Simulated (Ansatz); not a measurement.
System: sum formula Si$_{2}$NH$_{5}$F, charge 0, multiplicity 2. It need not be the lowest isomer of its formula. SMILES: [SiH3][N][SiH2]F
Geometry from a B3LYP-D3(BJ)/def2-TZVP (Ansatz, a quantum-chemistry and plane-wave program) optimisation:
```
N
Si 1 1.6940
F 2 1.6062 1 115.45
Si 1 1.7197 2 146.66 3 4.81
H 2 1.4774 3 106.86 1 119.27
H 2 1.4774 5 113.31 3 -117.38
H 4 1.4799 1 109.99 2 -152.38
H 4 1.4823 7 109.33 1 -125.96
H 4 1.4870 7 109.53 8 -119.75
```
Charge 0, spin multiplicity 2.

Parts of the frozen-core correlation energy in cc-pVTZ (Ansatz, hartree). Frozen orbitals: 12; correlated occupied orbitals by spin: 13 and 12; virtual: 173 and 174. Open shells are spin-unrestricted. No spin-orbit coupling. Non-relativistic.

```json
[
 {"term": "reference (HF)", "value": "-734.81745"},
 {"term": "MP2 opposite-spin", "value": "-0.51718"},
 {"term": "MP2 same-spin", "value": "-0.14486"},
 {"term": "CCSD correlation", "value": "-0.71027"},
 {"term": "(T)", "value": "-0.02251"},
 {"term": "T1 diagnostic", "value": "0.017"},
 {"term": "largest doubles amplitude", "value": "0.012"},
 {"term": "<S^2> of the reference", "value": "0.760"}
]
```
